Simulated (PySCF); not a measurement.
# Telling isomers of C$_{7}$H$_{4}$FNO apart by NMR

Theoretical values (PySCF 2.14.0 with density-fitted response routines): B3LYP/pcJ-1 coupling constants (spin–dipole term left out of most H,H and C,H couplings), coordinates at the PBE0-D3(BJ)/def2-SVP level, NMR shieldings at PBE0/pcSseg-1/GIAO. No solvent, non-relativistic, one averaged value for each set of equivalent atoms, one conformer.

Referencing at the same level of theory: ¹H and ¹³C vs TMS. Multiplet labels drop J under 1 Hz and among equivalent protons, and merge close values. Unscaled 3J(H,H) run several per cent high. One-bond C–F couplings are unscaled and too large by tens of Hz. Shifts are as computed. Against solution values, carbons near 30 ppm lie about +2 ppm off and those near 130 ppm about +5 ppm. Of 1211 compounds with measured shifts, 218 miss one by over three times the rms of a fit or turn the order of signals round; such compounds aren't used in these exercises.

(1) Tabulate the signals of `O=C=Nc1ccc(F)cc1`, `O=C=Nc1cccc(F)c1` and their relative energies.

(2) What is the quickest way to tell O=C=Nc1ccc(F)cc1 from O=C=Nc1cccc(F)c1?

Results:

(1) 
```tsv
SMILES	carbon types	δC	δH	E rel. (kcal/mol)
O=C=Nc1ccc(F)cc1	3×C 4×CH	167.3, 133.2, 132.9, 126.7, 121.8	7.17 (m, 2H), 7.12 (m, 2H)	0.4
O=C=Nc1cccc(F)c1	3×C 4×CH	171.2, 140.1, 136.2, 128.0, 127.8, 117.3, 117.0	7.39 (td, 1H), 6.96 (ddd, 1H), 6.95 (dd, 1H), 6.86 (dt, 1H)	0.0
```

Energies are electronic energies at PBE0/pcSseg-1 on these geometries, without zero-point or thermal terms, each for the one conformer computed, which needn't be the lowest.

(2) Count the carbon signals: 5 against 7. The first has an aromatic carbon bearing nitrogen (C) at 133.2 ppm, the second an aromatic carbon bearing nitrogen (C) at 140.1 ppm. Their most deshielded carbons lie at 167.3 and 171.2 ppm.
